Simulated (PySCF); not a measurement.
# Cr: ionisation energy

Cr [Ar] 3d5 4s1 (7S) → Cr⁺ [Ar] 3d5 (6S), as a difference of total energies. All numbers are calculated (PySCF 2.14, no relativity, point nucleus, in dyall-av2z (16s12p7d2f, 101 functions)). Correlated levels: valence: [Ar] frozen; virtual orbitals above 40 to 60 times the deepest correlated orbital energy dropped. The calculations carry no spin-orbit coupling.

```tsv
method	ionisation energy (eV)
UHF	5.911
LDA	7.476
PBE	7.269
PBE0	6.935
r2SCAN	7.222
B2PLYP	6.640
CAM-B3LYP	6.825
B97-3	6.722
MP2 (valence)	6.372
SCS-MP2 (valence)	6.065
```

Problem. How much does correlation contribute at MP2 (valence)?

Solution. 6.372 − (5.911) = 0.461 eV, measured against UHF.

These non-relativistic numbers lack the scalar-relativistic shift.

Errors of the correlated levels include the incompleteness of this basis and the frozen core.

For comparison: 6.767 eV (measured; NIST Atomic Spectra Database, ionization energies).
